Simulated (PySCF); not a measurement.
Cl3Si, SMILES [Si](Cl)(Cl)Cl (connectivity only; charge and spin as stated), charge +1, multiplicity 1.

The structure is a stationary point at B3LYP-D3(BJ)/def2-SVP. The spin state was assumed, not searched. The isomer is the one that the SMILES or the coordinates give; other isomers of the formula were not compared.

Two levels are set side by side: TDA-PBE/def2-SVPD (PySCF) and ADC(2)/aug-cc-pVDZ (PySCF). Vertical, same geometry; the bases differ. Differences are taken from unrounded values.

```tsv
quantity	TDA-PBE
lowest singlet excitation (eV)	4.85
```

Question: These are the TDA-PBE values. What does ADC(2) give? (Estimate from the structure and the level; the computed values follow.)

Answer: 
```csv
quantity,ADC(2),TDA-PBE minus ADC(2)
lowest singlet excitation (eV),5.90,-1.06
```

A lower first singlet is the usual sign of a functional without exact exchange. Differences between two approximate levels are no errors against the true value.

Rough cost on one machine, each run with all the roots and properties that it gave: ADC(2) against TDA-PBE about 10 times.
